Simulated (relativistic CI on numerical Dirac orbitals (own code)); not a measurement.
Co3+ in a cubic cluster: 3p photoemission with charge transfer

Computed with a charge-transfer multiplet model of a cubic metal-ligand cluster with up to 2 ligand holes, Slater and spin-orbit integrals from Dirac-Coulomb-Breit ions, Slater integrals scaled by 0.7. The ground state mixes d6 with configurations of k ligand holes L, whose averages lie at kΔ + k(k − 1)U_dd/2; a core hole lowers each added d electron by U_cd. 300 K, Lorentzian 0.9 eV and Gaussian 0.8 eV FWHM.

Atomic integrals in eV (Slater integrals scaled, ζ unscaled), ground: F2dd 8.824, F4dd 5.512, zeta_d 0.071; with the core hole: F2dd 9.526, F4dd 5.983, zeta_d 0.078, zeta_core 1.257, F2cd 10.009, G1cd 12.314, G3cd 7.560.

Cluster parameters (eV): Δ = 3.2, U_dd = 7.6, 10Dq = 1.4, 10Dq(ligand) = 0.2, V(eg) = 1.95, V(t2g) = -0.87, final-state hopping factor = 1.

Weights, n_d and S are thermal averages at 300 K. Binding energies count from the first peak over 30 % of the highest in each spectrum, which can be another peak from case to case. The parameters are a model scan and need not match a compound or its usual spin state. Peaks in eV (height, largest 100): 0.0 (100), 7.0 (56), 10.7 (23), 15.4 (15), 19.2 (6), 20.7 (6).

**Question.** Which parameters give this spectrum?
A. U_cd = 9.3 eV
B. U_cd = 11.1 eV
C. U_cd = 7.5 eV

**Answer.** C. U_cd = 7.5 eV; the ground state then has 6.39 d electrons and S = 0.08. The choice follows from running the model for each set and comparing peak positions and heights.
